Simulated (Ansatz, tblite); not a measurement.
Isomers of Be5Se4 (singlet), found by a short tight-binding search and relaxed with B3LYP-D4/def2-SVP in Ansatz.

The xTB rows come from tblite. HSE06 is defined as in plane-wave codes, on full-range PBE exchange. Correlated methods freeze 36 core orbitals; core or outer-core shells of Se are correlated, in sets that lack core-valence functions.

Other spin states weren't relaxed.

A:

```xyz
9

Be    0.934   -1.247   -0.667
Be    1.093    0.737    0.651
Be   -1.806    0.727    1.302
Be   -0.282    0.723   -1.249
Be   -1.146   -1.129    0.839
Se   -1.108   -1.314   -1.400
Se    1.898    0.579   -1.379
Se   -0.577    2.217    0.401
Se    0.994   -1.293    1.502
```

B:

| atom | x (Å) | y (Å) | z (Å) |
| --- | --- | --- | --- |
| Be1 | 0.0975 | -1.9666 | -0.9090 |
| Be2 | -2.1625 | -0.6044 | -0.7033 |
| Be3 | -0.9873 | 1.4610 | 0.8554 |
| Be4 | 1.8289 | -0.8837 | -0.7611 |
| Be5 | 1.8287 | 1.0982 | 0.9929 |
| Se6 | -1.8432 | -2.6006 | -0.8602 |
| Se7 | -2.3872 | 1.4092 | -0.6085 |
| Se8 | 0.3852 | 1.5530 | 2.3432 |
| Se9 | 3.2399 | 0.5340 | -0.3493 |

Task: Estimate their order by electronic energy at PBE0-D4/def2-TZVP, counted from the lowest.

Result: A (0.0) < B (14.0), in kcal/mol.

Task: Do the other levels pick the same lowest one?

Result: Not GFN2-xTB, HF/def2-SVP, MP2/def2-SVP, CCSD/def2-SVP, CCSD(T)/def2-SVP. Energies above each level's lowest (kcal/mol):

| level | A | B |
| --- | --- | --- |
| GFN1-xTB | 0.0 | 5.1 |
| GFN2-xTB | 2.0 | 0.0 |
| HF/def2-SVP | 25.8 | 0.0 |
| PBE-D4/def2-TZVP | 0.0 | 15.5 |
| r2SCAN-D4/def2-TZVP | 0.0 | 6.5 |
| B97M-V/def2-TZVP | 0.0 | 5.4 |
| PBE0-D4/def2-TZVP | 0.0 | 14.0 |
| HSE06-D4/def2-TZVP | 0.0 | 13.8 |
| MP2/def2-SVP | 2.3 | 0.0 |
| CCSD/def2-SVP | 8.4 | 0.0 |
| CCSD(T)/def2-SVP | 5.6 | 0.0 |
Point groups (tolerance 0.1 Å): A Cs, B C2. Lower isomers may exist.
